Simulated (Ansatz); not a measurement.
Reaction (redistribution): `[OH][Ga]([F])[SH]` + `C[N](C)[W]([OH])(=[S])=[S]` → `C[N](C)[Ga]([OH])[SH]` + `[OH][W]([F])(=[S])=[S]`

Computed with Ansatz on PBE0-D4/def2-TZVP structures; ΔE is electronic, products minus reactants. CBS: MP2 limit from def2 TZ/QZ plus the TZ coupled-cluster correction, frozen cores. Functionals use def2-TZVPP. def2 core potentials past Kr. For Ga, W outer-core shells are correlated without core-valence functions, which leaves a few kJ/mol of doubt a bond. Scalar relativity is left out up to krypton. Each species was taken in one conformer, which may not be the lowest.

| level | ΔE (eV) |
| --- | --- |
| B2PLYP | 0.32 |
| HF/CBS(def2) | 0.26 |

Task: What does CCSD(T)/CBS give? (Estimate.)

Result: The calculation gave: +0.33 eV. The listed levels differ from it by -0.01, -0.07 eV.

Largest T1 diagnostic among the species: 0.022, so the coupled-cluster value is less sure than usual.

The D4 term adds +0.06 eV with B3LYP and +0.03 eV with PBE0; it sums over pairs of atoms, weighted by their polarisabilities, and B3LYP, whose exchange is more repulsive, gets the larger term. In def2-TZVPP, CCSD(T) changes the Hartree–Fock value by +0.13 eV (the triples alone add +0.03 eV) and MP2 by +0.28 eV. From PBE to PBE0 (25 % exact exchange), in def2-TZVPP and without D4, ΔE moves by +0.03 eV.

B3LYP here is the variant with VWN-RPA as its local correlation; programs differ in this.
